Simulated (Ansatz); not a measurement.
Reaction (substitution at a C–C bond): `CC(C)O[SiH3]` + `C[O][SnH2][SeH]` → `C[O][SnH2][Se]C` + `CCO[SiH3]`

Isolated molecules relaxed with PBE0-D4/def2-TZVP in Ansatz; ΔE leaves out vibrations. CCSD(T)/CBS is the MP2 limit (def2-TZVPP, def2-QZVPP) plus CCSD(T) − MP2 in def2-TZVPP, frozen cores. DFT in def2-TZVPP. B3LYP here is the variant with VWN-RPA as its local correlation; programs differ in this. Elements past krypton have def2 core potentials. For Se, Sn outer-core shells are correlated without core-valence functions, which leaves a few kJ/mol of doubt a bond. Scalar relativity is left out up to krypton. Each species was taken in one conformer, which may not be the lowest.

`CC(C)O[SiH3]`:

Z-matrix (Å, degrees):
```
C
C 1 1.512
H 1 1.093 2 110.0
H 1 1.091 2 110.6 3 -119.6
H 1 1.092 2 110.7 3 120.0
C 2 1.516 1 112.4 3 -60.4
O 2 1.423 1 107.7 3 61.1
H 2 1.101 1 108.7 3 178.9
H 6 1.092 2 111.2 1 179.8
H 6 1.093 2 110.6 1 -60.1
H 6 1.093 2 110.0 1 59.8
Si 7 1.640 2 123.9 1 150.1
H 12 1.491 7 110.4 2 -51.6
H 12 1.490 7 112.4 2 68.6
H 12 1.481 7 106.5 2 -171.6
```

`C[O][SnH2][SeH]`:

Z-matrix (Å, degrees):
```
C
O 1 1.405
H 1 1.100 2 112.4
H 1 1.098 2 112.3 3 122.2
H 1 1.094 2 108.2 3 -118.8
Sn 2 1.963 1 119.7 3 -63.2
Se 6 2.527 2 108.8 1 -55.2
H 6 1.696 2 103.6 1 -172.6
H 6 1.707 2 108.1 1 63.0
H 7 1.469 6 91.5 2 95.7
```

`C[O][SnH2][Se]C`:

Cartesian coordinates in Å:
```
C 0.678 -1.908 -0.416
O -0.720 -1.912 -0.298
Sn -1.642 -0.271 0.272
Se -0.789 1.685 -1.059
C 0.731 2.120 0.101
H 0.997 -2.891 -0.772
H 1.034 -1.158 -1.137
H 1.181 -1.722 0.546
H -1.223 -0.005 1.911
H -3.277 -0.598 -0.047
H 1.509 1.366 0.012
H 1.112 3.079 -0.248
H 0.408 2.216 1.136
```

`CCO[SiH3]`:

Cartesian coordinates in Å:
```
C 0.781 1.661 0.580
C 0.013 0.655 -0.238
O 0.090 -0.614 0.386
Si -0.637 -1.946 -0.239
H 1.829 1.367 0.662
H 0.733 2.648 0.113
H 0.365 1.733 1.587
H 0.426 0.596 -1.254
H -1.038 0.962 -0.330
H -0.117 -2.247 -1.604
H -2.111 -1.749 -0.346
H -0.336 -3.066 0.682
```

Task: Is it downhill or uphill in electronic energy at CCSD(T)/CBS, and by how much? (Best estimate.)

Result: The calculation gave: Uphill: ΔE = +22.9 kJ/mol.

Task: What do these levels give: PBE0-D4, r2SCAN, B3LYP, HF/def2-TZVPP, SCS-MP2/def2-TZVPP, MP2/CBS(def2)? (Estimate.)

Result: Computed: PBE0-D4 22.5, r2SCAN 23.8, B3LYP 19.6, HF/def2-TZVPP 24.5, SCS-MP2/def2-TZVPP 19.9, MP2/CBS(def2) 20.5 kJ/mol.

Largest T1 diagnostic among the species: 0.012.

From PBE to PBE0 (25 % exact exchange), in def2-TZVPP and without D4, ΔE moves by +3.2 kJ/mol.
